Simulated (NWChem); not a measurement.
Species: CBrClF2; SMILES FC(F)(Cl)Br

```xyz
5

F     -1.1599     0.7497    -1.0823
C     -0.4103     0.5465     0.0000
F     -1.1599     0.7497     1.0823
Cl     0.9492     1.7007     0.0000
Br     0.2100    -1.3182     0.0000
```
Atoms are numbered in this order, from 1.

Results from NWChem. Pople sets run with spherical d functions. STO-3G and 3-21G are far too small for this property and stand as cheap habits. The geometry was optimised at B3LYP/6-31G* (spherical d). B3LYP is NWChem's, with the RPA form of VWN correlation. Field at 589 nm.

For level B3LYP/STO-3G:

```yaml
isotropic polarisability (bohr³): 17.6
anisotropy (bohr³): 18.9
```

**Question.** What are these values for level B3LYP/6-31G*?

**Answer.** 
* **isotropic polarisability (bohr³)**: 38.4
* **anisotropy (bohr³)**: 23.7
